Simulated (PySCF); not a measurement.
SrCl2, SMILES [Cl][Sr][Cl]. Atoms are numbered in the order given.

```xyz
3

Sr     0.0000     0.0000     0.3837
Cl     0.0000    -2.4920    -0.4288
Cl     0.0000     2.4920    -0.4288
```

Geometry: B3LYP-D3(BJ)/def2-TZVP. The isomer is the one that the SMILES or the coordinates give; other isomers of the formula were not compared. The def2 effective core potentials stand for the cores of Sr; spin–orbit coupling is left out.

These are B3LYP-D3(BJ)/def2-TZVP in PySCF 2.14.0 values and carry that method's errors.

Frequencies are harmonic and unscaled.

| mode | ν (cm⁻¹) | IR (km/mol) | moving atoms (share of kinetic energy) |
|---|---|---|---|
| 1 | 37 | 30.8 | Cl 64 %, Sr 36 % |
| 2 | 270 | 11.2 | Cl 91 %, Sr 9 % |
| 3 | 310 | 140.1 | Cl 58 %, Sr 42 % |
